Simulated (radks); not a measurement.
The numbers below are computed, except where a source is named.
Q: The mean radii <r> (bohr) of the occupied orbitals of an atom or ion are listed with their occupations. Code: a radial shooting solver on a logarithmic mesh with Libxc functionals. Model: scalar-relativistic Kohn-Sham, exchange-only LDA, spin-polarised, spherical densities, point nucleus.

orbital  occ.      <r>
1s up       1  0.04154
1s down     1  0.04154
2s up       1   0.1838
2s down     1   0.1838
2p up       3   0.1602
2p down     3   0.1602
3s up       1   0.5315
3s down     1   0.5310
3p up       3   0.5414
3p down     3   0.5405
3d up       5   0.5559
3d down     5   0.5526
4s up       1    1.467
4s down     1    1.463
4p up       3    1.662

Name the element and its charge. Open shells, if any, are filled with parallel spins first.

A: Z = 36, krypton, charge +3: Kr3+ in [Ar] 3d10 4s2 4p3. The 1s radius gives Z: for a bare nucleus <r> = (2 gamma + 1)/(2Z) with gamma = sqrt(1 - (Z/c)^2), 0.04069 bohr for Z = 36, and screening makes it slightly larger (0.04154 here). The occupations add up to 33, and the charge is Z minus that.
